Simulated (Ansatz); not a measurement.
The cluster Ga₃P₂. The state is a doublet with charge 0. Geometry relaxed at PBE0-D4/def2-SVP.

| atom | x (Å) | y (Å) | z (Å) |
| --- | --- | --- | --- |
| Ga1 | -1.816 | 0.896 | 0.364 |
| Ga2 | -0.020 | -0.823 | 1.596 |
| Ga3 | 2.054 | 0.121 | 0.013 |
| P4 | -0.296 | -1.127 | -0.782 |
| P5 | 0.079 | 0.932 | -1.190 |

The relaxation made no stability test and no search for a lower SCF solution. The structure comes from a short search, and lower isomers may exist.

Task: Estimate the harmonic wavenumbers at UKS PBE0-D4/def2-SVP (Ansatz, unscaled). Is this a minimum?

Result: 54, 94, 102, 119, 180, 234, 268, 299, 525 cm⁻¹. Yes, no mode is imaginary beyond noise. Zero-point energy 11.2 kJ/mol. Hardware: 4 threads of Arm Neoverse V2 on a shared host. Wall time 2.1 min, peak host memory 0.71 GiB.
